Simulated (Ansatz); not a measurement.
Nudged elastic band run: ClGeH3OSn

Input file:

```yaml
crystal:
  periodic: [false, false, false]
  atoms:
    - { symbol: Cl, position_ang: [-2.701824, -1.191805, 0.699815] }
    - { symbol: Sn, position_ang: [-0.436401, -1.184095, -0.06215] }
    - { symbol: O, position_ang: [-0.185322, 0.715121, -1.082776] }
    - { symbol: Ge, position_ang: [0.911864, 0.973615, 0.302824] }
    - { symbol: H, position_ang: [-0.418177, -2.319716, -1.374221] }
    - { symbol: H, position_ang: [0.450732, 1.912664, 1.451768] }
    - { symbol: H, position_ang: [2.440328, 1.026216, 0.018941] }
basis:
  gaussian: { orbitals: def2-SVP }
hamiltonian:
  xc: pbe
  dispersion: d4
neb:
  order_check: false
  images: 7
  f_tol: 0.05
  max_iterations: 60
  final_atoms:
    - { symbol: Cl, position_ang: [-2.30976508, -0.99104134, 1.00535573] }
    - { symbol: Sn, position_ang: [-0.08741941, -1.17941336, 0.07479713] }
    - { symbol: O, position_ang: [-0.03774731, 1.07690078, -0.38785972] }
    - { symbol: Ge, position_ang: [1.4264769, 0.90285711, 0.97481563] }
    - { symbol: H, position_ang: [-0.4924253, -1.70999327, -1.55436096] }
    - { symbol: H, position_ang: [-0.84806677, 1.40318507, 0.06127398] }
    - { symbol: H, position_ang: [2.41014697, 0.42950501, -0.21982079] }
  initial_path:
    images:
      - { positions_ang: [[-2.701824, -1.191805, 0.699815], [-0.436401, -1.184095, -0.06215], [-0.185322, 0.715121, -1.082776], [0.911864, 0.973615, 0.302824], [-0.418177, -2.319716, -1.374221], [0.450732, 1.912664, 1.451768], [2.440328, 1.026216, 0.018941]] }
      - { positions_ang: [[-2.67273489, -1.18662905, 0.77336844], [-0.46729314, -1.14660729, -0.07503719], [-0.19276964, 0.75255056, -0.96749531], [0.95686983, 0.94647872, 0.40248989], [-0.37302712, -2.24670526, -1.41527957], [0.35836862, 1.82685463, 1.18696188], [2.45178634, 0.98605768, 0.04919286]] }
      - { positions_ang: [[-2.64364578, -1.1814531, 0.84692189], [-0.49818529, -1.10911957, -0.08792438], [-0.20021728, 0.78998013, -0.85221463], [1.00187566, 0.91934244, 0.50215578], [-0.32787723, -2.17369452, -1.45633814], [0.26600524, 1.74104526, 0.92215576], [2.46324468, 0.94589936, 0.07944472]] }
      - { positions_ang: [[-2.61455667, -1.17627715, 0.92047533], [-0.52907743, -1.07163186, -0.10081156], [-0.20766492, 0.82740969, -0.73693394], [1.04688149, 0.89220617, 0.60182167], [-0.28272735, -2.10068378, -1.49739671], [0.17364186, 1.65523588, 0.65734964], [2.47470302, 0.90574104, 0.10969658]] }
      - { positions_ang: [[-2.58546756, -1.1711012, 0.99402877], [-0.55996958, -1.03414415, -0.11369875], [-0.21511256, 0.86483926, -0.62165326], [1.09188733, 0.86506989, 0.70148756], [-0.23757747, -2.02767304, -1.53845528], [0.08127848, 1.56942651, 0.39254352], [2.48616137, 0.86558273, 0.13994844]] }
      - { positions_ang: [[-2.51654194, -1.12608623, 0.99686051], [-0.44183204, -1.07046145, -0.06657478], [-0.17077125, 0.91785464, -0.56320487], [1.17553472, 0.87451669, 0.76981957], [-0.30128943, -1.9482531, -1.5424317], [-0.15105783, 1.52786615, 0.30972614], [2.46715777, 0.7565633, 0.05000613]] }
      - { positions_ang: [[-2.44761632, -1.08107127, 0.99969225], [-0.32369449, -1.10677875, -0.01945081], [-0.12642994, 0.97087002, -0.50475649], [1.25918211, 0.8839635, 0.83815159], [-0.36500138, -1.86883316, -1.54640812], [-0.38339415, 1.48630579, 0.22690875], [2.44815417, 0.64754387, -0.03993617]] }
      - { positions_ang: [[-2.3786907, -1.03605631, 1.00252399], [-0.20555695, -1.14309606, 0.02767316], [-0.08208863, 1.0238854, -0.4463081], [1.34282951, 0.89341031, 0.90648361], [-0.42871334, -1.78941321, -1.55038454], [-0.61573046, 1.44474543, 0.14409137], [2.42915057, 0.53852444, -0.12987848]] }
      - { positions_ang: [[-2.30976508, -0.99104134, 1.00535573], [-0.08741941, -1.17941336, 0.07479713], [-0.03774731, 1.07690078, -0.38785972], [1.4264769, 0.90285711, 0.97481563], [-0.4924253, -1.70999327, -1.55436096], [-0.84806677, 1.40318507, 0.06127398], [2.41014697, 0.42950501, -0.21982079]] }
```

Run as:

```bash
$ ansatz run input.yaml --threads 2 --pin off --max-ram 3072MiB --backend cpu --events-out ev --progress --plain --runs-dir out
```

Output, in part (warnings, iteration lines, the closing report on the highest movable image, with atoms numbered from 0):

```
NEB end point (image 0): max|allowed force component| = 1.913e-2 eV/Å (the criterion of neb.relax_end_points is 1.000e-2)
NEB end point (image 8): max|allowed force component| = 1.874e-2 eV/Å (the criterion of neb.relax_end_points is 1.000e-2)
NEB iter   1: max|band force component| = 1.091e1 eV/Å  barrier→ = 4.0108 eV  barrier← = 4.8666 eV  Δτ_max = 0.1872 Å  (262 SCF iters)
NEB iter   2: max|band force component| = 4.053e0 eV/Å  barrier→ = 2.0817 eV  barrier← = 2.9376 eV  Δτ_max = 0.0847 Å  (225 SCF iters)
NEB iter   3: max|band force component| = 1.699e0 eV/Å  barrier→ = 1.7327 eV  barrier← = 2.5886 eV  Δτ_max = 0.0516 Å  (213 SCF iters)
NEB iter   4: max|band force component| = 7.242e-1 eV/Å  barrier→ = 1.6769 eV  barrier← = 2.5327 eV  CI = image 4  Δτ_max = 0.0603 Å  (198 SCF iters)
NEB iter   5: max|band force component| = 5.192e-1 eV/Å  barrier→ = 1.7046 eV  barrier← = 2.5604 eV  CI = image 4  Δτ_max = 0.0299 Å  (200 SCF iters)
NEB iter   6: max|band force component| = 1.295e-1 eV/Å  barrier→ = 1.7021 eV  barrier← = 2.5580 eV  CI = image 4  Δτ_max = 0.0125 Å  (197 SCF iters)
NEB iter   7: max|band force component| = 3.793e-2 eV/Å  barrier→ = 1.7012 eV  barrier← = 2.5570 eV  CI = image 4  Δτ_max = 0.0145 Å  (198 SCF iters)
NEB iter   8: max|band force component| = 1.591e-1 eV/Å  barrier→ = 1.7002 eV  barrier← = 2.5561 eV  CI = image 4  Δτ_max = 0.0188 Å  (31 SCF iters)
NEB iter   9: max|band force component| = 7.270e-2 eV/Å  barrier→ = 1.6996 eV  barrier← = 2.5554 eV  CI = image 4  Δτ_max = 0.0157 Å  (197 SCF iters)
NEB iter  10: max|band force component| = 4.320e-2 eV/Å  barrier→ = 1.6993 eV  barrier← = 2.5552 eV  CI = image 4  Δτ_max = 0.0000 Å  (406 SCF iters)
Total energy: -76938.63395708 eV, -2827.4426470434 hartree
Atom 0 at    -2.632600    -1.262814     0.868116 Å, force     0.000365    -0.001020     0.001419 eV/Å
Atom 1 at    -0.432682    -1.052220    -0.021963 Å, force    -0.000293     0.010056    -0.002711 eV/Å
Atom 2 at    -0.210779     0.884069    -0.795083 Å, force    -0.006674    -0.004128    -0.007437 eV/Å
Atom 3 at     1.174358     0.819325     0.721376 Å, force     0.005406    -0.009537     0.002242 eV/Å
Atom 4 at    -0.340889    -2.019117    -1.448292 Å, force     0.002419    -0.000559     0.002022 eV/Å
Atom 5 at    -0.098969     1.755395     0.576297 Å, force    -0.000663     0.003635     0.002574 eV/Å
Atom 6 at     2.602761     0.807362     0.053749 Å, force    -0.000559     0.001553     0.001891 eV/Å
Dipole moment:     0.587974    -0.154134     0.133783 e Å
```

The run converged. The band force fell under the threshold earlier too, but the program's further tests of the path sent the band on. A vibrational analysis at the climbing image gives one clearly imaginary mode, 1196i cm⁻¹: a first-order saddle point. The orbitals stay closed-shell, which can raise the energy where a bond breaks towards radicals; this wasn't checked here.

Final band (atoms are numbered from 1 in the order of the input):

```tsv
image	path coordinate (Å)	energy (kJ/mol)	Ge4–H6 (Å)	O3–H6 (Å)
0	0.00	0.0	1.55	2.87
1	0.37	6.1	1.54	2.73
2	0.73	44.9	1.53	2.40
3	1.10	117.5	1.53	2.02
4	1.47	164.0	1.59	1.63
5	1.87	62.3	1.79	1.14
6	2.28	-37.9	2.15	0.98
7	2.68	-75.1	2.42	0.98
8	3.09	-82.6	2.50	0.98
```

The run took 2.2 min on 2 threads of Arm Neoverse V2, with other jobs on the host, peak memory 0.15 GiB.
